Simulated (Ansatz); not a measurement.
`COc1ccc(-c2ccc(/C=C/c3ccc(/C=C/c4ccc(/C=C/c5ccc(C(F)=C(F)F)cc5)cc4)cc3)cc2)cc1`, 72 atoms. Hardware: 2 threads of AMD EPYC 7R13 on a shared host and a share (18 GiB) of an NVIDIA H100 80GB HBM3.

Single mean-field runs in def2-SVP are fitted with def2-universal-jkfit.

**Question.** How many basis functions does each of these Ansatz runs have, and roughly what does it cost? PBE-D4/def2-SVP, charge 0 triplet at the geometry of the charge 0 singlet, energy, from earlier orbitals; PBE-D4/def2-SVP, charge 0 singlet, energy, from earlier orbitals; PBE0-D4/def2-SVP, charge 0 triplet at the geometry of the charge 0 singlet, energy; PBE0-D4/def2-SVP, charge 0 singlet, energy and forces, from earlier orbitals; PBE0-D4/def2-SVP, charge -1 doublet at the geometry of the charge 0 singlet, energy; PBE0-D4/def2-SVP, charge 1 doublet at the geometry of the charge 0 singlet, energy; r2SCAN-D4/def2-SVP, charge 0 singlet, relaxation, 14 steps; PBE-D4/def2-SVP, charge 1 doublet at the geometry of the charge 0 singlet, energy, from earlier orbitals; PBE-D4/def2-SVP, charge -1 doublet at the geometry of the charge 0 singlet, energy, from earlier orbitals; r2SCAN-D4/def2-SVP, charge 0 singlet, energy and forces, from earlier orbitals.

**Answer.** Other jobs shared the machine, so times can vary by a factor of up to 3. A dash marks memory too small to be measured apart from the calling script's.

```tsv
run	functions	fitting or Cholesky vectors	wall time	peak host memory (GiB)
PBE-D4/def2-SVP, charge 0 singlet, energy, from earlier orbitals	747	3755	5.5 s	–
PBE-D4/def2-SVP, charge 1 doublet at the geometry of the charge 0 singlet, energy, from earlier orbitals	747	3755	7 s	1.4
PBE0-D4/def2-SVP, charge 0 singlet, energy and forces, from earlier orbitals	747	3755	7.5 s	2
PBE-D4/def2-SVP, charge -1 doublet at the geometry of the charge 0 singlet, energy, from earlier orbitals	747	3755	9 s	1.4
PBE-D4/def2-SVP, charge 0 triplet at the geometry of the charge 0 singlet, energy, from earlier orbitals	747	3755	9.6 s	1.5
PBE0-D4/def2-SVP, charge -1 doublet at the geometry of the charge 0 singlet, energy	747	3755	11 s	1.4
r2SCAN-D4/def2-SVP, charge 0 singlet, energy and forces, from earlier orbitals	747	3755	11 s	1.3
PBE0-D4/def2-SVP, charge 1 doublet at the geometry of the charge 0 singlet, energy	747	3755	14 s	1.4
PBE0-D4/def2-SVP, charge 0 triplet at the geometry of the charge 0 singlet, energy	747	3755	25 s	1.5
r2SCAN-D4/def2-SVP, charge 0 singlet, relaxation, 14 steps	747	3755	92 s	–
```
